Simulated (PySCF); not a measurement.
# Worked example: oscillator strength and radiative lifetime

CH4ClFOSi, SMILES CO[SiH](F)Cl.

Geometry: B3LYP-D3(BJ)/def2-SVP. The structure was generated by enumeration, and PubChem lists no compound with its InChIKey, so it may never have been made. One conformer was computed; it need not be the lowest.

TDDFT-PBE/def2-SVPD in PySCF puts the first singlet state with f over 0.02 at 7.53 eV (vertical), with the transition dipole (0.430, -0.035, -0.220) in atomic units.

Find the oscillator strength, the wavelength and the radiative lifetime that this transition would have in vacuum if emission retraced absorption.


|μ|² = 0.2345 au, so |μ| = 1.23 D. ΔE = 7.53/27.211 = 0.2767 hartree. f = (2/3) ΔE |μ|² = 0.043 (the program prints 0.043).
λ = 1239.84/7.53 = 165 nm; ν = 60734 cm⁻¹.
Einstein's coefficient A = 0.6670 ν² f s⁻¹ (ν in cm⁻¹) = 1.1e8 s⁻¹, so τ = 1/A = 9.4 ns. This state is S4; the lower singlets have f = 0.010, 0.009, 0.012. The figure is the radiative limit of this one transition; relaxation, internal conversion, crossing to triplets and a medium change what is measured.
